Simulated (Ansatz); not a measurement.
# One arrangement of a pair

The pair of F⁻ (SMILES [F-], atom 1) and Br2 (SMILES BrBr, atoms 2–3), both closed shells, in one local arrangement (a lower one may exist), relaxed at PBE0-D4/def2-TZVPD:

| atom | x (Å) | y (Å) | z (Å) |
| --- | --- | --- | --- |
| F1 | 0.0008 | 0.0106 | -2.1608 |
| Br2 | 0.0001 | 0.0009 | -0.1993 |
| Br3 | -0.0008 | -0.0116 | 2.3600 |

Computed with Ansatz 0.2.0 (basis: def2-TZVPPD, with def2-QZVPPD for the basis limit); correlated methods freeze the cores. Filled d shells of the heavier atoms are correlated. The def2 sets are not built for correlating such inner shells, so the correlated values are less sure here. B3LYP uses VWN-RPA correlation. Extrapolation: Hartree–Fock as exp(−7.88 √X), correlation as X^−2.97. Interaction energies count from these two fragments, frozen as in the pair, with the counterpoise correction; negative means bound.

Task: What is the interaction energy by CCSD(T) at an estimated basis limit (MP2 extrapolated from triple and quadruple zeta, plus CCSD(T) − MP2 in triple zeta)? (Judge from chemistry; the value comes from the calculation.)

Result: The calculation gives: -236.4 kJ/mol. Hartree–Fock alone gives -224.6 kJ/mol at the basis limit. It counts from the two fragments frozen as in the pair.

The same quantity by other methods in triple zeta, and each one's difference from that estimate:
```
   method  E_int (kJ/mol)  difference
   PBE-D4          -258.4       -22.0
revPBE-D4          -244.6        -8.1
  BLYP-D4          -233.9         2.5
r2SCAN-D4          -272.1       -35.7
   B97M-V          -260.8       -24.4
  PBE0-D4          -261.6       -25.2
 B3LYP-D4          -241.7        -5.3
 HSE06-D4          -262.6       -26.2
  wB97X-V          -246.6       -10.2
  wB97M-V          -244.6        -8.2
   B2PLYP          -237.4        -1.0
       HF          -222.2        14.2
      MP2          -230.3         6.1
     CCSD          -215.7        20.7
  CCSD(T)          -219.0        17.5
```
Differences are method less estimate.

Task: Which atoms make the shortest contact between the fragments?

Result: F1 and Br2, 1.96 Å apart.

Energy to bend the free fragments (PBE0-D4 minima) into their shapes in the pair, CCSD(T)/def2-TZVPPD: Br2 33.1 kJ/mol. This must be added to the interaction energy to get the binding energy from relaxed fragments.

Basis-set superposition shift (counterpoise-corrected less uncorrected): CCSD(T) 9.2; MP2 9.1; HF 1.3; PBE0-D4 1.5; wB97M-V 1.4 kJ/mol.

No T1 diagnostic of these runs exceeds 0.023. The restricted Hartree–Fock reference is unstable towards an unrestricted one at one or more of these structures.

For scale, one of the runs: CCSD(T)/def2-TZVPPD, 154 basis functions, launched by `ansatz run in.yaml --threads 4 --pin off --events-out ev --progress --plain --max-ram 9574MiB`. Hardware: 4 CPU threads of an Intel Xeon 6975P-C, shared host. Wall time 7.5 s; peak host memory 0.9 GiB.
